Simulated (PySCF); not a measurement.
## Diatomic cations of Al with the alkali metals

r²SCAN with double-zeta basis sets in PySCF, for the lowest determinant that a PBE0 search found; no spin–orbit coupling. De refers to high-spin ground-configuration atoms (the charge goes to the atom of lower measured ionisation energy or higher electron affinity, which is not always the lowest computed limit). A positive dipole points towards Al; it is taken about the centre of mass and depends on that origin.

| M | basis | charged atom | state (unpaired electrons) | Re (Å) | ωe (cm⁻¹) | De (eV) | μ (D) |
| --- | --- | --- | --- | --- | --- | --- | --- |
| Li | cc-pVDZ/cc-pV(D+d)Z | Li+ | doublet (σ ↑) | 3.064 | 230 | 1.18 | -7.10 |
| Na | cc-pVDZ/cc-pV(D+d)Z | Na+ | doublet (σ ↑) | 3.412 | 133 | 0.91 | -4.21 |
| K | aug-pcseg-1 | K+ | doublet (σ ↑) | 3.910 | 94.0 | 0.55 | -4.12 |
| Rb | def2-SVP | Rb+ | doublet (σ ↑) | 4.142 | 74.5 | 0.43 | -1.90 |
| Cs | def2-SVPD | Cs+ | doublet (σ ↑) | 4.403 | 67.4 | 0.40 | -0.53 |

The shortest bond is that of LiAl⁺ (3.064 Å), the longest that of CsAl⁺ (4.403 Å).

The rows differ in basis set, which adds steps of its own.

Down a group the atoms grow and get heavier, so bonds lengthen and wavenumbers fall; this series shows no clear exception.

Weak bonds: CsAl⁺, RbAl⁺. Basis-set superposition, not corrected here, can be much of De in a small basis, most of all at correlated wavefunction levels. These are scalar-relativistic numbers at best; spin–orbit coupling would shift them, the dissociation energy most. For an ion De counts to the pair picked by the measured ionisation energies or electron affinities, which need not be the lowest pair at this level. States were picked by a PBE0 search and need not be the measured ground states.
